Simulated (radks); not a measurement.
All-electron atom: Mo I in [Kr] 4d5 5s1. Method: non-relativistic Kohn-Sham, exchange-only B88, spin-polarised, spherical densities, point nucleus; open shells are filled with parallel spins first (spin-orbit coupling, left out, can overturn this in heavy ions); relativity is left out, which matters for an element this heavy; computed with a radial shooting solver on a logarithmic mesh with Libxc functionals.

Unscreened Slater integrals over Kohn-Sham orbitals (cm^-1). They are taken over the spin-up orbitals.

| integral | value |
|---|---|
| F0(5s,5s) | 54662 |
| F0(5s,4d) | 65937 |
| G2(5s,4d) | 14636 |
| F0(5s,4p) | 69920 |
| G1(5s,4p) | 4013.5 |
| F0(5s,4s) | 70462 |
| G0(5s,4s) | 2583.7 |
| F0(4d,4d) | 102530 |
| F2(4d,4d) | 49117 |
| F4(4d,4d) | 31383 |
| F0(4d,4p) | 122580 |
| F2(4d,4p) | 56655 |
| G1(4d,4p) | 69180 |
| G3(4d,4p) | 41696 |
| F0(4d,4s) | 126070 |
| G2(4d,4s) | 48997 |
| F0(4p,4p) | 157570 |
| F2(4p,4p) | 82593 |
| F0(4p,4s) | 164800 |
| G1(4p,4s) | 112020 |
| F0(4s,4s) | 173200 |

Derived for the open shells (J is the average intra-shell exchange parameter used in DFT+U). 4d: Racah B = F2/49 - 5 F4/441 = 646.6 cm^-1, C = 35 F4/441 = 2491 cm^-1, C/B = 3.85, F4/F2 = 0.639, J = (F2 + F4)/14 = 5750 cm^-1.
